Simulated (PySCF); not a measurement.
Vertical excitations of a molecule C4H5FO from TDA-PBE/def2-SVPD in PySCF 2.14.0, as energy in eV (oscillator strength): 5.22 (0.010), 5.57 (0.009), 6.02 (0.015), 6.18 (0.005), 6.50 (0.046), 6.79 (0.028), 7.19 (0.007), 7.45 (0.014), 7.66 (0.005), 7.70 (0.017). Lowest triplet (TDA): 3.86 eV. Geometry: r2SCAN-D4/def2-SVP. The values are those of a single conformer.

Problem. Which structure fits?
A) O=CC/C=C/F
B) C[C@@H]1OC=C1F
C) C=CO/C=C/F
D) C=C(F)CC=O

Solution. B, C[C@@H]1OC=C1F
